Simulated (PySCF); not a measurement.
Tl₂ and its ions

PBE0; PySCF, scalar-relativistic core potentials, basis sets Tl def2-SVP with ECP60. Neutral (UKS): triplet (σ ↑, π ↑), Re = 3.140 Å, ωe = 81.5 cm⁻¹, De = 1.17 eV, HOMO -3.79 eV, LUMO -2.44 eV.

Tl₂⁺ (UKS): doublet (σ ↑), Re = 3.668 Å, ωe = 49.4 cm⁻¹, De = 1.38 eV to Tl⁺ + Tl. The energies at the minima are -345.03323 hartree for Tl2 and -344.84166 for Tl₂⁺.

Problem. Work out the adiabatic ionisation energy, without and with harmonic zero-point energies (1 hartree = 27.2114 eV, 1 eV = 8065.5 cm⁻¹), and the change of the bond length.

Solution. At PBE0: 0.19157 hartree = 5.213 eV between the minima; the zero-point term (49.4 − 81.5)/2 cm⁻¹ = -0.002 eV makes it 5.211 eV. Re changes by +52.8 pm against the neutral. The electron leaves a π orbital, and the longer bond of the ion fits a bonding orbital, or a change in how ionic the bond is.

Spin–orbit coupling is left out, which matters for elements this heavy, above all for dissociation energies. States were picked by a PBE0 search and need not be the measured ground states.
